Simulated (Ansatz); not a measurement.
Geometry optimisation, Ansatz 0.2.0, RKS B3LYP-D4/def2-SVP.

Input:

```yaml
crystal:
  periodic: [false, false, false]
  atoms:
    - { symbol: Si, position_ang: [-0.952586, 0.215754, -0.458413] }
    - { symbol: F, position_ang: [0.075298, -0.873619, -1.156643] }
    - { symbol: Cl, position_ang: [-2.47919, 0.484145, -1.805776] }
    - { symbol: Cl, position_ang: [0.046983, 2.002517, -0.258975] }
    - { symbol: H, position_ang: [-1.482709, -0.29088, 0.809289] }
    - { symbol: H, position_ang: [1.522233, -1.11132, 0.456738] }
    - { symbol: O, position_ang: [1.414738, -0.635378, 1.294256] }
    - { symbol: H, position_ang: [1.855132, 0.208881, 1.119425] }
basis:
  gaussian: { orbitals: def2-SVP }
hamiltonian:
  xc: b3lyp
  dispersion: d4
relax:
  f_tol: 0.03
  max_steps: 50
```

Command:

```bash
$ ansatz run input.yaml --threads 2 --pin off --max-ram 3072MiB --backend cpu --events-out ev --progress --plain --runs-dir out
```

Question: Where does it end, and by what steps?

Answer: It converged. After 6 steps the energy has fallen by 0.032 eV; O7 moved furthest, 0.19 Å.

```
step  energy less start (eV)  largest force component (eV/Å)  accepted
   0                  0.0000                           0.614       yes
   1                  0.0320                           1.512        no
   2                 -0.0150                           0.459       yes
   3                 -0.0266                           0.277       yes
   4                 -0.0295                           0.225       yes
   5                 -0.0320                           0.071       yes
   6                 -0.0323                           0.019       yes
```

```xyz
8
Properties=species:S:1:pos:R:3
Si -0.896 0.195 -0.457
F 0.061 -0.858 -1.234
Cl -2.498 0.490 -1.721
Cl 0.097 1.995 -0.299
H -1.402 -0.319 0.818
H 1.599 -1.141 0.508
O 1.246 -0.580 1.214
H 1.793 0.218 1.171
```

Run time: 18 s on 2 threads of Arm Neoverse V1, on a shared host, peak memory 0.21 GiB.
